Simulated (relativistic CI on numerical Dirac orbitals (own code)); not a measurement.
# What each ingredient does to the levels of Yb XLII

Base calculation: Dirac-Coulomb-Breit CI, separate exchange-only KLI orbitals for each configuration, model QED, unscaled Slater integrals.

Configurations in the expansion (outside the closed core [Ar]): 3d10 4s, 3d10 4p, 3d10 4d, 3d10 4f, 3d10 5s, 3d10 5p, 3d10 5d, 3d10 5f, 3d10 5g, 3d9 4p2, 3d10 6s, 3d10 6p, 3d10 6d, 3d8 4s 4p2, 3d9 4s2, 3d9 4p 4d. Levels of other configurations are missing.

Variants: (1) Breit term removed; (2) configuration mixing switched off. Shifts of the energy above 3d10 4s 2S_1/2, in eV, for the lowest level and the first level of each name with at least 55 % of one term (blank where a level changes its place among those of its configuration and J or its character, or is not in the variant):

```csv
Level,Base,Δ(1),Δ(2)
3d10 4s 2S_1/2,0.00,0.00,0.00
3d10 4p 2P°_1/2,88.05,-0.82,+0.01
3d10 4p 2P°_3/2,163.41,+0.01,-0.02
3d10 4d 2D_3/2,300.90,+0.43,-0.03
3d10 4d 2D_5/2,316.86,+0.82,-0.04
3d10 4f 2F°_5/2,464.13,+1.09,-0.03
3d10 4f 2F°_7/2,467.88,+1.34,-0.04
3d10 5s 2S_1/2,818.67,+0.81,-0.07
3d10 5p 2P°_1/2,861.18,+0.40,-0.01
3d10 5p 2P°_3/2,896.39,+0.78,-0.01
3d10 5d 2D_3/2,961.69,+0.98,-0.07
3d10 5d 2D_5/2,969.38,+1.18,-0.07
3d10 5f 2F°_5/2,1034.50,+1.30,-0.07
3d10 5f 2F°_7/2,1036.72,+1.41,-0.07
```

At this charge energies of transitions that change n are usually good to better than 1 %, and those within a shell (Δn = 0) to a few per cent.

Ionisation energy from the two ground configurations alone: base 2033.95 eV; Breit term removed 2035.43 eV. The NIST ASD value (semi-empirical) is 2036.4 eV.

LS names give the leading component of a level, which can be under half, so a name can repeat, a term be missing and a line seem to break the LS rules.
